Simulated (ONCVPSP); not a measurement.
La: excitation energies, all-electron against ONCV

```json
{
 "Element": "La",
 "Generator": "ONCVPSP 4.0.1",
 "Type": "optimised norm-conserving Vanderbilt (ONCV)",
 "Functional": "LDA (Perdew-Zunger)",
 "Relativity": "scalar-relativistic",
 "Frozen core": "[Kr] 4d10 5s2",
 "Valence charge": "9",
 "Reference configuration": "5p6 5d1 6s1 (charge +1)",
 "Partial waves": "6s: rc 2.80 bohr, ncon 3, nbas 7, qcut 2 1/bohr, 2 projectors, debl 0.6 Ha; 5p: rc 3.00 bohr, ncon 5, nbas 8, qcut 4.4 1/bohr, 3 projectors, debl 1.3 Ha; 5d: rc 4.00 bohr, ncon 4, nbas 8, qcut 4 1/bohr, 2 projectors, debl 3.2 Ha; f scattering state at 0.26 Ha: rc 3.95 bohr, ncon 4, nbas 9, qcut 2.4 1/bohr, 2 projectors, debl 3.2 Ha",
 "Local potential": "polynomial inside 2.50 bohr (lpopt 5, dvloc0 2 Ha)",
 "Core correction": "none"
}
```

In the p channel the program set the typed energies aside and used -1.041, 0.050, 1.350 Ha. In the f channel the program set the typed energies aside and used -0.385, 2.815 Ha.

Energies are relative to the spin-unpolarised reference configuration 5p6 5d1 6s1; without spin polarisation the order of configurations can differ from experiment.

| valence configuration | charge | ΔE all-electron (eV) | error AE − PS (meV) |
| --- | --- | --- | --- |
| 5p6 5d1 6s2 | 0 | -6.163 | +2.3 |
| 5p6 5d0 6s0 | +3 | 30.253 | +85 |

Problem. What are ΔE and the potential's error for 5p6 5d1 6s0?

Solution. ΔE = 11.152 eV all-electron; the error (AE − PS) is +1.0 meV.

Problem. What are ΔE and the potential's error for 5p6 5d0 6s2?

Solution. ΔE = 0.363 eV all-electron; the error (AE − PS) is +0.7 meV.

Levels in the configuration 5p6 5d0 6s2:

```json
{"level": "5p", "all-electron (eV)": "-30.315", "pseudo (eV)": "-30.373"}
{"level": "6s", "all-electron (eV)": "-9.444", "pseudo (eV)": "-9.429"}
```

Note: ghosts flagged at negative energy: s at -72.7 eV, f at -1383.2 eV; GHOST(+) flagged for f at 79.0 eV, f at 154.2 eV, f at 263.5 eV, f at 393.5 eV, f at 546.8 eV. A true bound ghost makes a file unfit for plane-wave use.
